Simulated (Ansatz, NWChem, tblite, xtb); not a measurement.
## A ladder of methods for CH4FO2Si (SMILES CO[Si](O)F)

CH4FO2Si has 9 atoms, charge 0, and is taken as a doublet. SMILES: `CO[Si](O)F`. The coordinates come from a PBE0-D4/def2-TZVP relaxation. This is one conformer, not always the lowest.

```xyz
9

C    -1.4709   -0.1664    0.2856
O    -0.1764   -0.4223   -0.2224
Si    1.1959    0.3285    0.2418
O     2.4180   -0.2052   -0.6982
F     1.0962    1.8978   -0.0310
H    -2.1575   -0.8765   -0.1762
H    -1.5087   -0.2979    1.3713
H    -1.7944    0.8489    0.0399
H     2.4863   -1.1532   -0.8279
```

Quantity: the dipole moment, in D. The values are calculated.

```csv
level,kind,program,value (D)
GFN2-xTB,semi-empirical,xtb,2.92
GFN1-xTB,semi-empirical,tblite,3.34
GFN0-xTB,semi-empirical,xtb,3.21
IPEA1-xTB,semi-empirical,tblite,3.07
UHF/STO-3G,Hartree–Fock,Ansatz,2.35
UHF/3-21G,Hartree–Fock,Ansatz,3.71
UHF/def2-SVP,Hartree–Fock,Ansatz,3.07
UPBE/STO-3G,GGA,Ansatz,1.38
UPBE/def2-SVP,GGA,Ansatz,2.44
UPBE0/3-21G,global hybrid,NWChem,3.03
```

The values span 1.38 to 3.71 D. Sets without polarisation functions give poor dipoles.
